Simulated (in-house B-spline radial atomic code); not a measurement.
Be. Computed with a B-spline radial atomic code. Model: non-relativistic spherical atom: semilocal Troullier-Martins pseudo-atom, one channel per l, against all electrons, high spin, G0W0 and RPA with empty states to l = 8, local potential for every l without a channel, a model core (radius 0 = none) keeps its share of the functional.

What the tables leave out is listed at the end.

The pseudopotential gives back the lowest level of each angular momentum of its own functional in the configuration it was made in; a second state of the same l is only approximately right. Exact exchange, RPA and GW see the smooth pseudo-orbitals and miss the exchange with the core, for which the functional's share stands in. The column with an uncorrelated core keeps all orbitals and exact exchange, and so separates missing core correlation from pseudisation. Only the three outermost levels and the lowest empty one were computed. RPA here is direct RPA, with no exchange kernel, and its energies carry an (l + 1/2)⁻⁴ tail. A hybrid on a potential with a model core restores only its own semilocal share of the core's exchange.

Command:
```bash
python run_psgw.py task.json out
```
Settings (lengths in bohr, energies in hartree):
```
Z                      4
electrons              4
configuration          [He] 2s2
generated_in           [He] 2s2
functional             pbe,pbe
core_shells            1
radius_factor          0.8
core_correction        False
ion_configuration      [He] 2s1
```

Time taken, with all properties: 21 s on 1 thread of Arm Neoverse N1, on a shared host.

Given: made with PBE; model core radius 0 bohr; local radius 1.675 bohr; mean-field start PBE.

Valence shells of the generating configuration: 2s.

Channel: s 1.632, p 1.92 (radii in bohr).

Computed: largest level miss in the spin-unpolarised generating configuration 0.001 eV; valence RPA correlation energy all-electron orbitals -0.088271 hartree; valence RPA correlation energy pseudo -0.092086 hartree; all-electron RPA polarisability, core included 31.764 bohr³; pseudo-atom RPA polarisability 31.666 bohr³; ionisation by mean-field all-electron 8.9969 eV; ionisation by RPA all-electron 9.6175 eV.

| level | occupied | mean-field all-electron (eV) | mean-field pseudo minus all (eV) | G0W0 all-electron (eV) | G0W0 uncorrelated core minus all (eV) | G0W0 pseudo minus all (eV) | exchange self-energy all-electron (eV) | exchange self-energy pseudo (eV) |
| --- | --- | --- | --- | --- | --- | --- | --- | --- |
| 2s | 1 | -5.6088 | -0.001 | -8.9502 | 0.043 | -0.06 | -10.335 | -9.4795 |

Problem. What is the ionisation by RPA pseudo minus all?

Solution. 0.044 eV.

Problem. What is the ionisation by mean-field pseudo minus all?

Solution. -0.135 eV.

Given: mean-field start PBE0.

Computed: valence RPA correlation energy pseudo -0.076192 hartree; all-electron RPA polarisability, core included 27.016 bohr³; pseudo-atom RPA polarisability 26.941 bohr³; ionisation by mean-field all-electron 8.9712 eV; ionisation by RPA all-electron 9.3925 eV; ionisation by RPA pseudo minus all 0.039 eV.

```tsv
level	occupied	mean-field all-electron (eV)	mean-field pseudo minus all (eV)	G0W0 all-electron (eV)	G0W0 uncorrelated core minus all (eV)	G0W0 pseudo minus all (eV)	exchange self-energy all-electron (eV)	exchange self-energy pseudo (eV)
2s	1	-6.4924	0.003	-9.1518	0.047	-0.057	-10.284	-9.4877
```

Problem. What is the valence RPA correlation energy all-electron orbitals?

Solution. -0.072967 hartree.

Problem. What is the ionisation by mean-field pseudo minus all?

Solution. -0.084 eV.

Given: mean-field start Hartree-Fock.

Computed: valence RPA correlation energy all-electron orbitals -0.049251 hartree; all-electron RPA polarisability, core included 20.345 bohr³; pseudo-atom RPA polarisability 20.018 bohr³; ionisation by mean-field pseudo minus all 0.035 eV; ionisation by RPA all-electron 8.9983 eV; ionisation by RPA pseudo minus all 0.027 eV.

| level | occupied | mean-field all-electron (eV) | mean-field pseudo minus all (eV) | G0W0 all-electron (eV) | G0W0 uncorrelated core minus all (eV) | G0W0 pseudo minus all (eV) | exchange self-energy all-electron (eV) | exchange self-energy pseudo (eV) |
| --- | --- | --- | --- | --- | --- | --- | --- | --- |
| 2s | 1 | -8.4157 | -0.038 | -9.2033 | 0.047 | -0.028 | -10.029 | -9.3958 |

Problem. What is the ionisation by mean-field all-electron?

Solution. 8.0426 eV.

Problem. What is the valence RPA correlation energy pseudo?

Solution. -0.051237 hartree.

Among the listed levels the largest G0W0 shift of the pseudo-atom is -0.06 eV, for 2s on the PBE start, while leaving the core uncorrelated moves that level by +0.04 eV. The rest, -0.10 eV, comes from pseudisation and the lost core exchange. Not in the tables (levels of low weight, unsolved or above zero; the highest and the empty levels are kept at any weight): on PBE the G0W0 levels 2p (pseudo minus all -0.08 eV, weights 0.83 and 0.83); on PBE0 the G0W0 levels 2p (pseudo minus all -0.05 eV, weights 0.90 and 0.90).
